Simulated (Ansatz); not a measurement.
Cost against result

Saddle point of BSiH$_{5}$Cl$_{2}$O, singlet (BHCl₂ ([Cl][BH][Cl]) + SiH₄O ([OH][SiH3]) → BSiH₃Cl₂O ([SiH3][O][B]([Cl])[Cl]) + H₂; bonds formed: H2–H5; dative contacts that become bonds: B1–O6; bonds broken: B1–H2, H5–O6), PBE0-D4/def2-TZVP structure:

```xyz
10
angstrom
B -0.9824 0.2565 -0.8815
H -0.4827 1.2700 -1.6034
Cl -0.5582 -1.2719 -1.7279
Cl -2.7108 0.5780 -0.5894
H 0.0342 1.2428 -0.6902
O -0.0966 0.5557 0.3224
Si 0.9795 -0.4664 1.1180
H 1.4792 0.3271 2.2625
H 0.2418 -1.6629 1.5741
H 2.0960 -0.8288 0.2154
```

Barriers are electronic and count from the start structure reached by relaxing down the imaginary mode.

Program: Ansatz 0.2.0. Basis: as named in each row. Cores are frozen in the correlated methods. B3LYP uses VWN-RPA correlation. Extrapolation: Hartree–Fock as exp(−7.88 √X), correlation as X^−2.97.

Times are rough, for one single point on 8 threads of a shared host (Intel Xeon Platinum 8259CL).

The estimate by CCSD(T) at an estimated basis limit (MP2 extrapolated from triple and quadruple zeta, plus CCSD(T) − MP2 in triple zeta) is 1.321 eV.

```json
{"method": "HF", "basis": "STO-3G", "time (s)": "under 1", "barrier (eV)": "3.623", "method less estimate": "2.303"}
{"method": "PBE-D4", "basis": "STO-3G", "time (s)": "under 1", "barrier (eV)": "2.203", "method less estimate": "0.883"}
{"method": "SPW92", "basis": "def2-SVP", "time (s)": "under 1", "barrier (eV)": "0.819", "method less estimate": "-0.501"}
{"method": "PBE-D4", "basis": "def2-SVP", "time (s)": "under 1", "barrier (eV)": "0.940", "method less estimate": "-0.380"}
{"method": "B3LYP-D4", "basis": "6-31G", "time (s)": "under 1", "barrier (eV)": "1.701", "method less estimate": "0.380"}
{"method": "PBE0-D4", "basis": "def2-SVP", "time (s)": "under 1", "barrier (eV)": "1.117", "method less estimate": "-0.204"}
{"method": "SPW92", "basis": "def2-TZVPP", "time (s)": "under 1", "barrier (eV)": "0.914", "method less estimate": "-0.407"}
{"method": "PBE-D4", "basis": "def2-TZVPP", "time (s)": "1", "barrier (eV)": "1.019", "method less estimate": "-0.302"}
{"method": "BLYP-D4", "basis": "def2-TZVPP", "time (s)": "1", "barrier (eV)": "1.126", "method less estimate": "-0.194"}
{"method": "B3LYP-D4", "basis": "def2-TZVPP", "time (s)": "2", "barrier (eV)": "1.235", "method less estimate": "-0.086"}
{"method": "BHLYP-D4", "basis": "def2-TZVPP", "time (s)": "2", "barrier (eV)": "1.418", "method less estimate": "0.098"}
{"method": "CCSD(T)", "basis": "def2-SVP", "time (s)": "2", "barrier (eV)": "1.259", "method less estimate": "-0.062"}
{"method": "r2SCAN-D4", "basis": "def2-TZVPP", "time (s)": "2", "barrier (eV)": "1.108", "method less estimate": "-0.212"}
{"method": "PBE0-D4", "basis": "def2-TZVPP", "time (s)": "2", "barrier (eV)": "1.170", "method less estimate": "-0.151"}
{"method": "wB97M-V", "basis": "def2-SVP", "time (s)": "2", "barrier (eV)": "1.201", "method less estimate": "-0.120"}
{"method": "CAM-B3LYP-D4", "basis": "def2-TZVPP", "time (s)": "2", "barrier (eV)": "1.269", "method less estimate": "-0.051"}
{"method": "r2SCAN0-D4", "basis": "def2-TZVPP", "time (s)": "3", "barrier (eV)": "1.223", "method less estimate": "-0.098"}
{"method": "RPA on PBE", "basis": "def2-TZVPP", "time (s)": "3", "barrier (eV)": "1.290", "method less estimate": "-0.031"}
{"method": "B2PLYP", "basis": "def2-TZVPP", "time (s)": "3", "barrier (eV)": "1.252", "method less estimate": "-0.069"}
{"method": "PBE-QIDH", "basis": "def2-TZVPP", "time (s)": "3", "barrier (eV)": "1.264", "method less estimate": "-0.057"}
{"method": "B97M-V", "basis": "def2-TZVPP", "time (s)": "4", "barrier (eV)": "1.186", "method less estimate": "-0.135"}
{"method": "wB97X-V", "basis": "def2-TZVPP", "time (s)": "4", "barrier (eV)": "1.283", "method less estimate": "-0.038"}
{"method": "wB97M-V", "basis": "def2-TZVPP", "time (s)": "5", "barrier (eV)": "1.286", "method less estimate": "-0.034"}
{"method": "MP2", "basis": "def2-QZVPP", "time (s)": "12", "barrier (eV)": "1.257", "method less estimate": "-0.064"}
{"method": "CCSD(T)", "basis": "def2-TZVPP", "time (s)": "49", "barrier (eV)": "1.306", "method less estimate": "-0.014"}
```

All methods are single points on the PBE0-D4 structures.

The T1 diagnostic stays at or below 0.012.

The step is the kind of ligand exchange by which a precursor binds to a hydroxyl group, or is hydrolysed, in atomic layer deposition of oxides.

Labels in which every atom is bracketed show which atoms are joined, not bond orders.
